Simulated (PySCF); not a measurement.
# Orbital energies, ionisation energy and electron affinity

Species: GeF₂.
Structure used (PBE0-D3(BJ)/def2-SVP), in Å, numbered top down from 1:
```xyz
3
GeF2 angstrom
Ge     0.0048   -0.0071   -0.7706
F      1.3076   -0.0137    0.3936
F     -1.3124    0.0208    0.3770
```

Level: B3LYP/def2-SVPD (PySCF). Frontier orbitals with their largest atomic shares (Löwdin; up to four atoms above 4 %):

```tsv
orbital	ε (eV)	main atoms
HOMO−3	-12.02	F2 45 %, F3 45 %, Ge1 10 %
HOMO−2	-11.37	F3 48 %, F2 48 %, Ge1 4 %
HOMO−1	-11.03	F3 49 %, F2 49 %
HOMO	-8.97	?
LUMO	-2.99	Ge1 75 %, F2 12 %, F3 12 %
LUMO+1	-0.47	Ge1 71 %, F3 15 %, F2 15 %
LUMO+2	0.18	Ge1 70 %, F2 15 %, F3 15 %
```

Question: What vertical ionisation energy does ΔSCF give, and how far is −ε(HOMO) from it?

Answer: ΔSCF: 11.89 eV (1147 kJ/mol; threshold wavelength 104 nm); ⟨S²⟩ of the doublet left behind is 0.756, against 0.75 for a pure doublet. −ε(HOMO) is 8.97 eV, 2.92 eV below it. For the exact functional −ε(HOMO) would equal the first vertical ionisation energy; B3LYP (global hybrid, 20 % exact exchange) falls short of its own ΔSCF value by 25 %.

Question: On which atoms does the HOMO lie?

Answer: Ge1 (germanium bonded to 2 F) 58 %, F3 (fluorine bonded to Ge) 21 %, F2 (fluorine bonded to Ge) 21 %, so more than half of it is on one atom. The HOMO−1 lies 2.06 eV lower.

Question: And the vertical electron affinity, the fundamental gap, Mulliken's electronegativity and the hardness (with the factor ½)?

Answer: EA = 0.50 eV by ΔSCF (−ε(LUMO) = 2.99 eV). IE − EA = 11.39 eV against an orbital gap of 5.98 eV; (IE + EA)/2 = 6.20 eV; (IE − EA)/2 = 5.70 eV.

Question: What kinetic energy would electrons from this vertical process carry with Lyman-α light (10.199 eV)?

Answer: The photon is 1.69 eV short of the vertical value.

Question: What total energies stand behind the ΔSCF value?

Answer: E(N) = -2276.41383 Eh and E(N − 1) = -2275.97704 Eh at the same geometry, 0.43679 Eh apart. With one more electron, E(N + 1) = -2276.43215 Eh.

Question: How many of the 15 lowest singlet excitations (vertical TDDFT, same level) lie below the ionisation energy?

Answer: All 15; they run from 5.43 to 10.61 eV.

Question: Shift the occupied levels rigidly so that −ε(HOMO) equals the ΔSCF value. What binding energies result?

Answer: The shift is +2.92 eV: HOMO 11.89, HOMO−1 13.95, HOMO−2 14.29, HOMO−3 14.94 eV. A rigid shift is only a rough guide to the deeper ionisations.

Geometry: PBE0-D3(BJ)/def2-SVP; no solvent, vibrations or thermal averaging. The calculation is non-relativistic, for germanium too.
